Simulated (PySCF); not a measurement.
Radial density of Sb²⁹⁺ (antimony, charge +29)

revPBE, [Ar] 3d4, high-spin 5D determinant. Computed with PySCF 2.14 in an uncontracted even-tempered set (18 s from 4.1 bohr⁻², ratio 2.5; 12 p from 5.4 bohr⁻², ratio 2.5; 8 d from 5.4 bohr⁻², ratio 2.5; 4 f from 20 bohr⁻², ratio 2.7; 3 g from 31 bohr⁻², ratio 2.7), with the spin-free X2C one-electron Hamiltonian (Gaussian nucleus).

```csv
r (bohr),4πr²ρ (e/bohr),4πr²(ρα − ρβ)
0.0283,61.27,0.0143
0.0475,59.90,0.2176
0.0800,81.70,1.8540
0.135,55.54,8.5605
0.226,46.63,15.8326
0.381,27.94,6.8484
0.640,1.089,0.2685
1.08,0.001467,0.0005
```

Densities and radii are taken from the X2C orbitals without a picture-change correction, which distorts them close to the nucleus.

Spin-orbit coupling, absent here, splits the open shell strongly.
